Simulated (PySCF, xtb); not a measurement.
CH3Cl2InO, SMILES C[O][In]([Cl])[Cl].

xtb with GFN2-xTB at its own geometry gives an orbital gap of 2.51 eV and a dipole moment of 1.34 D.

The structure is a stationary point at r2SCAN-D4/def2-SVP. The structure was generated by enumeration; whether it is a known compound was not checked. The def2 effective core potentials stand for the cores of In; spin–orbit coupling is left out. Other conformers were not sampled.

Question: What does HF/def2-TZVP run with PySCF give? (The exact figures need the calculation; the answer reports its results.)

Answer: gap 12.71 eV (levels -12.04 and 0.67 eV), dipole 1.37 D.
